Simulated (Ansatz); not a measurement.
B$_{2}$GaH$_{5}$Si (`[GaH2][B]1B[SiH2]1`) at its PBE0-D4/def2-TZVP geometry, where that method's forces vanish. Charge 0, multiplicity 1.

```
atom   x (Å)   y (Å)   z (Å)
 Ga1   0.112  -0.466   1.975
  B2   0.656   0.379   0.199
  B3   1.334   0.680  -1.101
 Si4  -0.720   0.077  -1.100
  H5   0.539   0.214   3.326
  H6  -0.771  -1.766   2.017
  H7   1.749   0.990  -2.163
  H8  -0.983   0.595  -2.471
  H9  -1.915  -0.703  -0.682
```

(1) For each bond, give half the difference of the two atoms' forces along it (eV/Å; positive pushes the atoms apart) under PBE-D4, r2SCAN-D4, B3LYP-D4, ωB97M-V in def2-TZVPP. (An estimate is asked.)

Answers

(1) Ansatz gave: 
```json
{"bond": "Ga1–B2", "length (Å)": "2.041", "PBE-D4": "-0.16", "r2SCAN-D4": "-0.08", "B3LYP-D4": "0.16", "ωB97M-V": "0.18"}
{"bond": "Ga1–H5", "length (Å)": "1.571", "PBE-D4": "0.06", "r2SCAN-D4": "-0.06", "B3LYP-D4": "-0.04", "ωB97M-V": "-0.11"}
{"bond": "Ga1–H6", "length (Å)": "1.572", "PBE-D4": "0.04", "r2SCAN-D4": "-0.08", "B3LYP-D4": "-0.01", "ωB97M-V": "-0.06"}
{"bond": "B2–B3", "length (Å)": "1.497", "PBE-D4": "0.20", "r2SCAN-D4": "0.15", "B3LYP-D4": "-0.11", "ωB97M-V": "-0.19"}
{"bond": "B2–Si4", "length (Å)": "1.916", "PBE-D4": "0.10", "r2SCAN-D4": "0.07", "B3LYP-D4": "0.11", "ωB97M-V": "0.02"}
{"bond": "B3–Si4", "length (Å)": "2.141", "PBE-D4": "0.02", "r2SCAN-D4": "0.05", "B3LYP-D4": "0.23", "ωB97M-V": "0.09"}
{"bond": "B3–H7", "length (Å)": "1.181", "PBE-D4": "0.00", "r2SCAN-D4": "-0.09", "B3LYP-D4": "-0.10", "ωB97M-V": "-0.03"}
{"bond": "Si4–H8", "length (Å)": "1.489", "PBE-D4": "0.09", "r2SCAN-D4": "0.00", "B3LYP-D4": "-0.13", "ωB97M-V": "-0.15"}
{"bond": "Si4–H9", "length (Å)": "1.487", "PBE-D4": "0.10", "r2SCAN-D4": "-0.02", "B3LYP-D4": "-0.16", "ωB97M-V": "-0.16"}
```

B3LYP here is the variant with VWN-RPA as its local correlation; programs differ in this.
